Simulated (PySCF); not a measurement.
Polarisability and C₆ of Al⁻ (aluminium, charge -1)

[Ne] 3s2 3p2, high-spin 3P determinant. Computed with PySCF 2.14 in def2-QZVPPD (10s6p5d2f1g, 76 functions), with no relativity, point nucleus. Coupled (time-dependent) response in atomic units; α is the mean over directions.

| method | mean α (bohr³) | α xx, yy, zz | C₆ (like pair) | S(−4) |
| --- | --- | --- | --- | --- |
| UHF | 246.5 | 141.4, 299.1, 299.1 | 3718 | 65260 |
| wB97X-V | 230.1 | 134.6, 277.8, 277.8 | 3380 | 56290 |

S(−4) is the Cauchy moment in α(ω) = α(0) + S(−4) ω² + …

α(iu) at UHF:

```json
{"u (hartree)": "0", "α(iu) (bohr³)": "246.5"}
{"u (hartree)": "0.0500", "α(iu) (bohr³)": "164.6"}
{"u (hartree)": "0.100", "α(iu) (bohr³)": "101.2"}
{"u (hartree)": "0.200", "α(iu) (bohr³)": "48.69"}
{"u (hartree)": "0.300", "α(iu) (bohr³)": "28.22"}
{"u (hartree)": "0.500", "α(iu) (bohr³)": "12.65"}
{"u (hartree)": "0.750", "α(iu) (bohr³)": "6.280"}
{"u (hartree)": "1.00", "α(iu) (bohr³)": "3.768"}
{"u (hartree)": "1.50", "α(iu) (bohr³)": "1.849"}
{"u (hartree)": "2.00", "α(iu) (bohr³)": "1.138"}
{"u (hartree)": "3.00", "α(iu) (bohr³)": "0.5952"}
{"u (hartree)": "5.00", "α(iu) (bohr³)": "0.2723"}
```

A single London oscillator, α(iu) = α/(1 + u²/ω²), gives C₆ = (3/4) ω α². Matching the computed C₆ needs ω = 4 × 3718 / (3 × 246.5²) = 0.0816 hartree.

For an ion, C₆ is the dispersion term alone; charge-induced terms of lower order in 1/R come first.

The components differ because the open shell of this determinant is not spherical; for a pure term their mean is the scalar polarisability.
